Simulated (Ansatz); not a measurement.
`[Br][InH2]` and `[F][InH2]` differ in one element.

Ansatz, PBE0-D4/def2-TZVP geometries, multiplicity 1. 

Elements past krypton have def2 core potentials. Scalar relativity is left out up to krypton.

```
                                                                                  property  `[Br][InH2]`
                                                       HOMO energy (B3LYP/def2-TZVPP) / eV         -7.59
                                                        HOMO energy (PBE0/def2-TZVPP) / eV         -7.83
                                                     HOMO–LUMO gap (B3LYP/def2-TZVPP) / eV          5.27
                                                       LUMO energy (B3LYP/def2-TZVPP) / eV         -2.32
ideal-gas entropy at 298 K and 1 bar (rigid rotor, harmonic PBE0-D4/def2-TZVP) / J/(mol·K)           288
                                            size of the dipole moment (PBE/def2-TZVPP) / D          2.51
```

Give the same properties after the change, and the shifts. (Best estimate.)

The calculation gave: 
```json
{"property": "HOMO energy (B3LYP/def2-TZVPP) / eV", "`[F][InH2]`": "-8.55", "shift": "-0.96"}
{"property": "HOMO energy (PBE0/def2-TZVPP) / eV", "`[F][InH2]`": "-8.74", "shift": "-0.91"}
{"property": "HOMO–LUMO gap (B3LYP/def2-TZVPP) / eV", "`[F][InH2]`": "6.40", "shift": "1.13"}
{"property": "LUMO energy (B3LYP/def2-TZVPP) / eV", "`[F][InH2]`": "-2.15", "shift": "0.17"}
{"property": "ideal-gas entropy at 298 K and 1 bar (rigid rotor, harmonic PBE0-D4/def2-TZVP) / J/(mol·K)", "`[F][InH2]`": "265", "shift": "-23"}
{"property": "size of the dipole moment (PBE/def2-TZVPP) / D", "`[F][InH2]`": "2.85", "shift": "0.34"}
```

With PBE0 the HOMO falls by 0.91 eV and the LUMO rises by 0.21 eV, so the gap widens by about 1.12 eV. PBE moves the HOMO by -0.67 eV and ωB97M-V by -0.95 eV. Dipoles are sizes alone; their direction can turn.

B3LYP here is the variant with VWN-RPA as its local correlation; programs differ in this.

Spin–orbit coupling is left out; it splits and shifts lone-pair levels of the heavy atoms by tenths of an eV.
